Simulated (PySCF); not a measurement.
# Reading the logs of faulty runs: CGeH7OSi

These are calculations, not measurements. They come from PySCF 2.14.0, an open-source quantum chemistry program, on an isolated molecule that a program drew, which may never have been made. The molecule is CGeH7OSi (charge 0, doublet), drawn as the SMILES string `CO[SiH][GeH3]`.

Each row is a Hartree-Fock (HF) and frozen-core CCSD(T) single point in the cc-pV(D+d)Z basis, meant for a local HF minimum. Run 1 is clean. Each other run has one planted mistake out of seven kinds, and not every kind appears here: one electron removed, one electron added, multiplicity raised by two, geometry at a saddle point, minimal basis STO-3G, one bond length entered in bohr, all coordinates scaled. The reference is restricted for singlets and unrestricted otherwise, and also for a bond in bohr. Adding or removing an electron swaps singlet and doublet. Electrons count all cores. HOMO and LUMO are orbital energies over both spins, the gradient is its largest component, and the lowest frequency (negative if imaginary) is given only where the gradient is small. Bond lengths are over the 10 bonds as drawn. T1 is the CCSD diagnostic: over 0.02 (restricted) or 0.045 (unrestricted) a single reference is doubtful. Germanium has the cc-pVDZ-PP basis, with a core potential (ECP10MDF) in place of its 10 inner electrons, and its 3s, 3p and 3d shells are frozen in CCSD(T).

Geometry of the clean run:
```xyz
11
CGeH7OSi, angstrom
C    -0.3390    1.4893    0.4640
O     0.3540    0.5736   -0.3395
Si    0.6580   -1.0217   -0.0371
Ge   -1.3368   -2.3265    0.3569
H     0.1107    1.5726    1.4570
H    -1.3890    1.2052    0.5786
H    -0.2966    2.4641   -0.0188
H     1.3920   -1.5188   -1.2246
H    -2.3396   -2.2508   -0.8037
H    -0.9308   -3.7927    0.5550
H    -2.0499   -1.8535    1.6309
```

| run | electrons | basis functions | <S^2> | HOMO (eV) | LUMO (eV) | gradient (hartree/bohr) | lowest frequency (cm^-1) | mean bond (Å) | longest bond (Å) | T1 | HF (hartree) | CCSD(T) (hartree) | mistake |
|---|---|---|---|---|---|---|---|---|---|---|---|---|---|
| 1 | 67 | 109 | 0.757 | -8.34 | 1.44 | 2.1e-05 | 56 | 1.4832 | 2.416 | 0.0154 | -699.10690 | -699.68830 | no fault |
| 2 | 67 | 109 | 1.455 | -8.50 | 1.27 | 3.0e-02 | - | 1.5804 | 2.416 | 0.0511 | -698.98423 | -699.56606 | one bond length entered in bohr |
| 3 | 67 | 109 | 0.757 | -8.07 | 1.82 | 6.9e-02 | - | 1.3794 | 2.247 | 0.0138 | -699.04831 | -699.61766 | all coordinates scaled |
| 4 | 67 | 109 | 3.763 | -4.02 | -2.05 | 3.1e-02 | - | 1.4832 | 2.416 | 0.0328 | -698.88041 | -699.46426 | ? |
| 5 | 66 | 109 | 0.000 | -16.59 | -6.27 | 6.1e-02 | - | 1.4832 | 2.416 | 0.0216 | -698.83731 | -699.42132 | ? |

**Which mistake was planted in run 4, and what did it cost?**

Electrons, basis and geometry are unchanged, and <S^2> is 3.763, beside S(S+1) = 3.75 for a multiplicity of 4. So the mistake is: multiplicity raised by two. Subtracting run 1 and multiplying by 627.51 kcal/mol a hartree, the energy moved by 142.1 kcal/mol in HF and 140.6 kcal/mol in CCSD(T).

**Which mistake was planted in run 5, and what did it cost?**

It counts 66 electrons, one fewer than the clean run, at the same geometry and basis. So the mistake is: one electron removed. Subtracting run 1 and multiplying by 627.51 kcal/mol a hartree, the energy moved by 169.2 kcal/mol in HF and 167.5 kcal/mol in CCSD(T).

Cautions from the logs. Run 2: T1 is over the limit, so its CCSD(T) energy is less reliable; run 5: T1 is over the limit, so its CCSD(T) energy is less reliable.
